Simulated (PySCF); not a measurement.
Compound: C2H8Ge2O.
Cartesian coordinates in Å at the PBE0-D3(BJ)/def2-SVP level; atoms count from 1:
```xyz
13
C2H8Ge2O angstrom
C     -1.9718   -0.8397   -0.9603
C     -1.7048   -0.0460    0.0820
Ge    -0.6424    1.5649   -0.1023
O      0.9239    1.3458    0.7183
Ge     1.9744   -0.0869    0.6987
H     -2.5615   -1.7582   -0.8591
H     -1.6136   -0.6077   -1.9704
H     -2.0865   -0.3231    1.0726
H     -0.3946    1.8051   -1.6074
H     -1.2830    2.7827    0.5821
H      2.2260   -0.5242   -0.7608
H      1.3029   -1.2343    1.4803
H      3.2835    0.3464    1.3754
```

Method: PBE0-D3(BJ)/def2-SVP geometry optimisation, gas phase in PySCF.

Take the most abundant isotopes and a rigid rotor. The values belong to one conformer with, in the numbering `[CH2:1]=[CH:2][GeH2:3][O:4][GeH3:5]`, C1–C2–Ge3–O4 -111°, C2–Ge3–O4–Ge5 42°.

Task: What are A, B and C (MHz)?

Result: Ia = 154.48, Ib = 506.55, Ic = 627.58 u·Å²; 505379 MHz·u·Å²/I gives A = 3272, B = 997.7, C = 805.3 MHz.

Task: Classify the top.

Result: An asymmetric top: κ = (2 × 997.7 − 3272 − 805.3)/(3272 − 805.3) = -0.84.

Task: What does the inertial defect say?

Result: Not planar: Δ = Ic − Ia − Ib = -33.45 u·Å². For a rigid frame Δ = −2 Σ m c², so Σ m c² = 16.72 u·Å² lies off the ab plane: 10.80 from hydrogen and 5.93 from heavier atoms. The atom farthest from that plane is 1.65 Å away.

Task: List the rotational levels J(Ka,Kc) to J = 3 (MHz).

Result: Above 0(0,0):
J = 1: 1(0,1) 1803, 1(1,1) 4077, 1(1,0) 4269
J = 2: 2(0,2) 5397, 2(1,2) 7490, 2(1,1) 8068, 2(2,1) 14889, 2(2,0) 14901
J = 3: 3(0,3) 10760, 3(1,3) 12604, 3(1,2) 13758, 3(2,2) 20298, 3(2,1) 20356, 3(3,1) 32155, 3(3,0) 32156
The levels of one J sum to (2J + 1)J(J + 1)(A + B + C)/3.

Task: Which types of transition are allowed, and where do some lines up to J = 5 fall?

Result: The dipole components are |μa| = 0.62 D, |μb| = 1.56 D, |μc| = 0.19 D. Intensities carry the squares of the components, which stand as 0.16 : 1.00 : 0.01 (a : b : c). Some lines, for components of 0.1 D or more:

```csv
type,branch,"J(Ka,Kc)",MHz,lower level (cm⁻¹)
c,Q,"5(1,5) ← 5(0,5)",1246,0.889
a,R,"1(0,1) ← 0(0,0)",1803,0.000
a,R,"2(1,2) ← 1(1,1)",3414,0.136
c,R,"1(1,0) ← 0(0,0)",4269,0.000
a,R,"3(1,3) ← 2(1,2)",5113,0.250
a,R,"3(2,1) ← 2(2,0)",5455,0.497
b,Q,"5(2,3) ← 5(1,4)",6115,1.026
c,Q,"4(2,3) ← 4(1,3)",6171,0.711
c,Q,"2(2,1) ← 2(1,1)",6821,0.269
b,Q,"2(2,0) ← 2(1,1)",6833,0.269
a,R,"4(2,2) ← 3(2,1)",7317,0.679
b,Q,"2(2,1) ← 2(1,2)",7399,0.250
b,R,"4(1,4) ← 3(0,3)",8649,0.359
a,R,"5(1,4) ← 4(1,3)",9440,0.711
c,Q,"5(3,3) ← 5(2,3)",11556,1.230
b,Q,"4(3,1) ← 4(2,2)",11719,0.923
c,R,"3(2,1) ← 2(1,1)",12289,0.269
b,R,"3(2,1) ← 2(1,2)",12866,0.250
b,R,"4(2,3) ← 3(1,2)",13743,0.459
c,R,"4(2,2) ← 3(1,2)",13916,0.459
b,R,"5(2,4) ← 4(1,3)",15160,0.711
c,Q,"5(4,2) ← 5(3,2)",16548,1.616
c,R,"3(3,1) ← 2(2,1)",17266,0.497
c,Q,"5(5,1) ← 5(4,1)",21306,2.168
b,Q,"5(5,1) ← 5(4,2)",21306,2.168
```

Task: Estimate the classical rotational partition function at 25 K, 50 K and 200 K.

Result: Point group C1, symmetry number σ = 1; q = (√π/σ)·√((kT/h)³/(ABC)), k/h = 20836.6 MHz/K: 13000 at 25 K, 36800 at 50 K, 294000 at 200 K.

No frequency check. These are rigid-rotor constants of the computed structure; measured ground-state constants (B0) also hold zero-point vibration. A rigid rotor knows nothing of internal rotation, which can split or shift real lines.

The run took 3.1 min of wall time on one thread of an Arm Neoverse V1 (shared host). These figures are those of the optimisation.
